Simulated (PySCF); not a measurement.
Species: C₇H₁₂N (doublet state).
Cartesian coordinates in Å at the GFN2-xTB level; atoms count from 1:
```xyz
20
C7H12N angstrom
C      3.184   -0.046   -0.516
N      1.749   -0.168   -0.655
C      1.030    0.200    0.562
C     -0.433    0.034    0.373
C     -1.294   -0.781    1.082
C     -2.580   -0.678    0.611
C     -2.642    0.284   -0.530
C     -1.188    0.758   -0.699
H      3.431    1.003   -0.348
H      3.659   -0.370   -1.441
H      3.598   -0.635    0.318
H      1.508   -1.123   -0.904
H      1.267    1.256    0.754
H      1.363   -0.384    1.439
H     -0.994   -1.410    1.903
H     -3.443   -1.198    0.985
H     -3.025   -0.198   -1.434
H     -3.318    1.115   -0.307
H     -0.784    0.515   -1.684
H     -1.092    1.840   -0.579
```

The hyperfine couplings belong to this conformer and change with its torsions.

Identity: `CNCC1=C[CH]CC1` [radical].

Computed with UKS B3LYP, pcH-1 on C H N, non-relativistic, mean-field spin-orbit, GIAO (PySCF). The structure is a single GFN2-xTB conformer in the gas phase; no vibrational or solvent corrections. A GFN2-xTB geometry isn't a minimum of the functional, and hyperfine couplings can be far from their values at a DFT geometry. The SCF solution wasn't tested for stability. ⟨S²⟩ is 0.773 where a pure state has 0.75.

Question: Predict the first-order ENDOR lines of N2, H17/H18, H19/H20, H16, H13/H14, H15 and H12 under fast tumbling at B = 337.9 mT (X band).

Answer: ν± = |νn ± a/2|, one line for each electron-spin manifold; νn = |g_N| × 7.62259 MHz/T × B.

| nuclei | isotope | g_N | νn (MHz) | a_iso (MHz) | lower line (MHz) | upper line (MHz) |
| --- | --- | --- | --- | --- | --- | --- |
| N2 | 14N | 0.4038 | 1.04 | 16.55 | 7.24 | 9.32 |
| H17/H18 | 1H | 5.5857 | 14.39 | 70.72 | 20.97 | 49.75 |
| H19/H20 | 1H | 5.5857 | 14.39 | 66.46 | 18.84 | 47.62 |
| H16 | 1H | 5.5857 | 14.39 | -41.72 | 6.48 | 35.25 |
| H13/H14 | 1H | 5.5857 | 14.39 | 28.02 | 0.38 | 28.40 |
| H15 | 1H | 5.5857 | 14.39 | 10.31 | 9.23 | 19.54 |
| H12 | 1H | 5.5857 | 14.39 | -2.15 | 13.31 | 15.46 |

Question: Which pairs are centred on the nuclear Larmor frequency, and which on half the coupling?

Answer: Centred on νn, since |a| < 2νn: H13/H14, H15 and H12. Centred on |a|/2 and split by 2νn: N2, H17/H18, H19/H20 and H16.

Question: At what field would the lower line of H19/H20 fall to zero frequency?

Answer: Where νn = |a|/2, that is B = 33.23 MHz/(5.5857 × 7.62259 MHz/T) = 780 mT, as far as first order holds there.

Means are taken over nuclei equivalent by connectivity, which assumes that they swap fast. The 1H value of +28.0 MHz is a mean of couplings from 1.6 to 54.4 MHz in this one geometry, not an average over conformers.

The Mulliken spin populations are largest on C6 (+0.64), C4 (+0.61) and C5 (-0.24). The angles at C6 add up to 360.0°, so it is planar; its axial dipolar tensor and the negative coupling of its proton fit spin in a p orbital normal to that plane.
